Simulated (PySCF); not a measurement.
```xyz
5

O      1.3053    -0.3519     0.0384
Ga    -0.4360    -0.1173     0.0035
F     -1.5136    -1.4661     0.0865
F     -1.1511     1.4622    -0.1145
H      1.7954     0.4732    -0.0139
```

Charge 0, multiplicity 1.

Task: Give the Mulliken and meta-Löwdin atomic charges from PBE0-D4/def2-TZVP (PySCF).

Result: 
```
atom  Mulliken (e)  meta-Löwdin (e)
----  ------------  ---------------
O1           -0.51            -0.70
Ga2           0.89             1.32
F3           -0.35            -0.49
F4           -0.36            -0.50
H5            0.33             0.36
```
